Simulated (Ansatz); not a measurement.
`[OH][In]([Cl])[Br]` + `O[SiH3]` → `[OH][In]([Cl])[O][SiH3]` + HBr at 298.15 K and 1 bar (ligand exchange at the In–Br bond).

Program: Ansatz. Geometries: PBE0-D4/def2-TZVP. ΔE: electronic, gas phase. CBS: MP2 limit from def2 TZ/QZ plus the TZ coupled-cluster correction, frozen cores. def2 core potentials past Kr. For Br, In outer-core shells are correlated without core-valence functions, which leaves a few kJ/mol of doubt a bond. Scalar relativity is left out up to krypton. One conformer a species, not always the lowest.

```tsv
species	CCSD(T)/CBS energy (Eh)	H − E (kJ/mol)	S (J/(mol·K))
`[OH][In]([Cl])[Br]`	-3298.81138	58.9	363.4
`O[SiH3]`	-366.69042	113.6	257.8
`[OH][In]([Cl])[O][SiH3]`	-1091.54856	139.5	415.4
HBr	-2573.91920	24.6	198.6
```

H − E and S are ideal-gas, rigid-rotor, harmonic terms from PBE0-D4/def2-TZVP, for one conformer and one mirror image of each species. 1 Eh = 2625.50 kJ/mol, R = 8.31446 J/(mol·K).

**Question.** By hand: ΔE, ΔH, ΔS and ΔG.

**Answer.** ΔE = (-1091.54856) + (-2573.91920) − (-3298.81138) − (-366.69042) = 0.03404 Eh = 89.4 kJ/mol. Δ(H − E) = 139.5 + 24.6 − 58.9 − 113.6 = -8.4, so ΔH = 81.0 kJ/mol. ΔS = 415.4 + 198.6 − 363.4 − 257.8 = -7.2 J/(mol·K). ΔG = 81.0 − 298.15 × (-7.2)/1000 = 83.1 kJ/mol.

**Question.** By hand: the equilibrium constant, and the temperature at which ΔG would vanish if ΔH and ΔS stayed fixed.

**Answer.** log₁₀ K = −ΔG/(RT ln 10) = -14.6. ΔH and −TΔS have one sign here, so there is no such temperature.

The number of gas molecules stays the same, so ΔS is small and ΔH decides. A doubt of 5 kJ/mol in ΔE shifts log₁₀ K by 0.9 here. Other conformers and mirror images would add mixing entropy, several J/(mol·K) or more a flexible species. Modes under 60 cm⁻¹, often nearly free rotors, make the harmonic entropy too high. These are equilibria of isolated gas molecules and say nothing of rates. Largest T1 diagnostic: 0.015 (customary marks: 0.02 for closed shells, 0.045 for open ones).

ΔS is within the doubt of such terms, so its sign, and with it that verdict, could turn.
